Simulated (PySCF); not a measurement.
Level of theory: PySCF with B3LYP-D3(BJ)/def2-TZVP. Isolated molecules, 0 K electronic values unless said otherwise. One relaxed conformer stands for a flexible species; it need not be the lowest. B3LYP has the VWN-RPA correlation part, as in Gaussian. Excitations are Tamm–Dancoff values on a coarser integration grid. The basis has no diffuse functions, so Rydberg states are missing or too high.

Reference species (SMILES): `[I][Al]([I])[I]` (neutral, multiplicity 1).

LUMO: -2.21 eV
S1 excitation (TDA): 4.38 eV

Changed species: `[SH][Al]([SH])[I]` (H–S–Al–I torsion 0°, I–Al–S–H torsion 0°) (2 of 3 I replaced by SH; the reference has 0 of 3 I replaced by SH).

Problem. Give the shifts of the LUMO and S1 excitation (TDA).

Solution. the LUMO goes up by 0.77 eV, to -1.44 eV; the S1 excitation (TDA) rises by 0.71 eV, to 5.09 eV.
